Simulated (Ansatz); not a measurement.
Species: [Cd(OH)2] (charge 0, multiplicity 1).

### Question
Give a relaxed geometry from r2SCAN-D4/def2-SVP (Ansatz, a quantum-chemistry and plane-wave program).

### Answer
This is not unique; one that fits is the end point of this relaxation, one of several conformers.
Cartesian coordinates (Å) in one orientation:
```xyz
5

Cd     0.097    -0.089     0.046
O     -0.187     0.369     1.931
H     -0.410     1.308     2.013
O      0.527    -0.668    -1.777
H     -0.285    -0.758    -2.295
```
